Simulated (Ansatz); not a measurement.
Calculated with Ansatz (gas phase, PBE0-D4/def2-TZVP geometries, no zero-point term in ΔE). CBS: MP2 limit from def2 TZ/QZ plus the TZ coupled-cluster correction, frozen cores. Functionals use def2-TZVPP. B3LYP here is the variant with VWN-RPA as its local correlation; programs differ in this. One conformer a species, not always the lowest.

Consider the formal exchange of groups at the Si–Cl bond: `F[SiH](F)S[SiH2]Cl` + `C=CC(F)F` → `C=C[SiH2]S[SiH](F)F` + `FC(F)Cl`.

**Question.** Is it downhill or uphill in electronic energy at CCSD(T)/CBS, and by how much? (An estimate is asked.)

**Answer.** The calculation gave: Uphill: ΔE = +30.1 kcal/mol.

**Question.** What do these levels give: B3LYP-D4, B2PLYP, PBE, r2SCAN, PBE0, SCS-MP2/def2-QZVPP? (Estimate.)

**Answer.** Computed: B3LYP-D4 28.7, B2PLYP 30.0, PBE 27.7, r2SCAN 29.1, PBE0 29.4, SCS-MP2/def2-QZVPP 30.4 kcal/mol.

Largest T1 diagnostic among the species: 0.012.

From PBE to PBE0 (25 % exact exchange), in def2-TZVPP and without D4, ΔE moves by +1.7 kcal/mol. The D4 term adds −1.3 kcal/mol with B3LYP and −0.8 kcal/mol with PBE0; it sums over pairs of atoms, weighted by their polarisabilities, and B3LYP, whose exchange is more repulsive, gets the larger term.
